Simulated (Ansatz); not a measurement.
Relaxation of ClFH₇NSn (11 atoms, charge 0, multiplicity 1), to a largest force component of 0.03 eV/Å in at most 50 steps.

Method: Ansatz 0.2.0, RKS LDA/def2-SVP.

```xyz
11
Properties=species:S:1:pos:R:3
Sn -1.186 1.245 -1.528
Cl 1.849 -0.882 -1.497
H -1.196 -0.180 -2.471
H 0.216 2.218 -1.646
H -2.644 2.152 -1.646
H 0.021 -0.447 1.720
F -1.242 0.654 0.338
H 1.609 -1.083 -0.208
N 0.799 -1.079 1.942
H 0.405 -1.951 2.314
H 1.367 -0.647 2.681
```

Question: Where does it end, and by what steps?

Answer: It converged. After 12 steps the energy has fallen by 1.067 eV; H8 moved furthest, 0.92 Å. Parted: Cl2–H8 (1.33 → 1.86 Å). Joined: Sn1–Cl2 (3.71 → 2.66 Å), H8–N9 (2.30 → 1.10 Å).

| step | energy less start (eV) | largest force component (eV/Å) | accepted |
| --- | --- | --- | --- |
| 0 | 0.0000 | 0.590 | yes |
| 1 | -0.2652 | 0.942 | yes |
| 2 | -0.5201 | 1.347 | yes |
| 3 | -0.7410 | 0.759 | yes |
| 4 | -0.8862 | 0.562 | yes |
| 5 | -0.8814 | 3.052 | no |
| 6 | -0.9882 | 0.397 | yes |
| 7 | -1.0279 | 0.736 | yes |
| 8 | -1.0507 | 0.358 | yes |
| 9 | -1.0654 | 0.085 | yes |
| 10 | -1.0658 | 0.094 | yes |
| 11 | -1.0670 | 0.032 | yes |
| 12 | -1.0671 | 0.010 | yes |

```xyz
11
Properties=species:S:1:pos:R:3
Sn -0.805 0.972 -1.470
Cl 1.355 -0.544 -1.176
H -1.237 -0.203 -2.649
H 0.327 2.207 -1.856
H -2.293 1.812 -1.102
H -0.124 -0.315 1.262
F -0.960 0.431 0.531
H 1.233 -0.988 0.624
N 0.736 -0.961 1.605
H 0.444 -1.900 1.911
H 1.325 -0.510 2.319
```

Whether the end is a true minimum wasn't checked by a vibrational analysis.

The run took 22 s on 2 threads of Arm Neoverse V1 (shared host), peak memory 0.15 GiB.
